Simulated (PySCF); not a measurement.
# Atomic charges by several schemes

Species: C6H11NSi.
Structure used (GFN2-xTB), in Å, numbered top down from 1:
```xyz
19
C6H11NSi angstrom
C     -1.6319    3.3344   -0.0773
C     -1.0442    2.3034    0.1165
Si    -0.1794    0.6757    0.3860
C      1.3501    0.7064   -0.7086
C      2.2930   -0.2225   -0.7815
C      2.3117   -1.5056   -0.0235
N     -1.1086   -0.7119   -0.0444
C     -2.3755   -1.0272    0.5684
H     -2.1352    4.2444   -0.2421
H      0.0837    0.5579    1.8281
H      1.4794    1.5990   -1.3080
H      3.1477   -0.0784   -1.4365
H      2.3914   -2.3467   -0.7125
H      1.4132   -1.6197    0.5749
H      3.1837   -1.5366    0.6306
H     -1.0706   -1.0253   -1.0031
H     -2.3265   -0.7714    1.6247
H     -3.2097   -0.4713    0.1248
H     -2.5823   -2.0955    0.4760
```

Density: PBE0/pcSseg-1 (PySCF); schemes: Mulliken, IAO, Hirshfeld and ESP-fitted. One conformer (not necessarily the lowest) at the GFN2-xTB geometry, without solvent, vibrations or thermal averaging.

**Question.** Atoms with like bonding are taken together and averaged. At which atom do the 4 schemes differ most?

**Answer.** At Si3: from +0.395 (Hirshfeld) to +1.055 e (ESP-fitted), 0.660 e apart.

**Question.** Which atoms carry the highest charge in the Mulliken, IAO, Hirshfeld and ESP-fitted schemes?

**Answer.** All schemes agree: Mulliken Si3 (+0.961); IAO Si3 (+1.018); Hirshfeld Si3 (+0.395); ESP-fitted Si3 (+1.055).

**Question.** Tabulate the Mulliken, IAO, Hirshfeld and ESP-fitted charges.

**Answer.** In e; atoms taken as equivalent share a row and are averaged (×n: the atom named and its like, n in all):

| atom | environment | Mulliken | IAO | Hirshfeld | ESP-fitted |
| --- | --- | --- | --- | --- | --- |
| C1 | terminal alkyne carbon | -0.223 | -0.201 | -0.097 | -0.219 |
| C2 | alkyne carbon | -0.177 | -0.343 | -0.161 | -0.410 |
| Si3 | SiH silicon | +0.961 | +1.018 | +0.395 | +1.055 |
| C4 | alkene CH carbon | -0.452 | -0.463 | -0.157 | -0.766 |
| C5 | alkene CH carbon | -0.184 | -0.088 | -0.019 | +0.162 |
| C6 | allylic carbon | -0.251 | -0.430 | -0.117 | -0.418 |
| N7 | silicon-bound nitrogen | -0.692 | -0.673 | -0.238 | -0.610 |
| C8 | N-methyl carbon | -0.096 | -0.297 | -0.068 | -0.240 |
| H9 | alkyne hydrogen | +0.060 | +0.199 | +0.093 | +0.265 |
| H10 | Si–H hydrogen | -0.085 | -0.142 | -0.081 | -0.165 |
| H11 | vinylic hydrogen | +0.125 | +0.156 | +0.036 | +0.247 |
| H12 | vinylic hydrogen | +0.102 | +0.140 | +0.045 | +0.087 |
| H13/H14/H15 | methyl hydrogen | +0.129 | +0.153 | +0.045 | +0.121 |
| H16 | N–H hydrogen | +0.196 | +0.258 | +0.113 | +0.333 |
| H17/H18/H19 | methyl hydrogen | +0.110 | +0.136 | +0.040 | +0.106 |

Mean size of the charges over all atoms: ESP-fitted 0.298 e, IAO 0.278 e, Mulliken 0.227 e, Hirshfeld 0.099 e. Each set sums to the total charge, 0, to within 0.001 e. The ESP scheme is a least-squares fit of atom-centred charges to the potential on four shells outside the van der Waals surface, with the total charge fixed.

Some averages cover members that differ in this geometry: H13/H14/H15, ESP-fitted +0.092 to +0.141 e.

**Question.** Sum the charges by element, for elements with more than one atom.

**Answer.** 
```csv
element,atoms,Mulliken,IAO,Hirshfeld,ESP-fitted
C,6,-1.384,-1.824,-0.620,-1.891
H,11,+1.115,+1.478,+0.463,+1.446
```

**Question.** How closely do the schemes follow one another over all atoms?

**Answer.** Correlation coefficient and root-mean-square difference: IAO with Hirshfeld 0.99, 0.228 e; Mulliken with IAO 0.97, 0.088 e; IAO with ESP-fitted 0.97, 0.102 e; Hirshfeld with ESP-fitted 0.96, 0.265 e; Mulliken with Hirshfeld 0.96, 0.196 e; Mulliken with ESP-fitted 0.93, 0.149 e.

**Question.** How many electrons does the Hirshfeld scheme count on C5?

**Answer.** Z − q = 6 − (-0.019) = 6.019.
